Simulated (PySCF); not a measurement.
## How methods differ on the interval between two levels of Ga+

Ga+ [Ar] 3d10 4s2 → Ga+ [Ar] 3d10 4s1 5s1 [3S1, M_J = 1], as a difference of total energies. Computed with PySCF 2.14 in x2c-SVPall-2c with one added diffuse shell each of s, p, d type (6s7p4d, 47 functions), with the two-component X2C-1e Hamiltonian. Correlated levels: [Ne] frozen; the 6 highest virtual spinors dropped. "Screened" scales the spin-orbit matrix elements by Boettger's factors to mimic the two-electron term; Breit and QED terms are absent.

```json
{"method": "GHF (screened spin-orbit)", "interval between two levels (cm⁻¹)": "91283", "error (cm⁻¹)": "-11661"}
{"method": "GMP2 (screened spin-orbit)", "interval between two levels (cm⁻¹)": "98096", "error (cm⁻¹)": "-4848"}
```

Reference: 102940 cm⁻¹ (measured; NIST Handbook of Basic Atomic Spectroscopic Data (Sansonetti and Martin, J. Phys. Chem. Ref. Data 34, 1559 (2005))).

Errors of the correlated levels include the incompleteness of this basis and the frozen core.
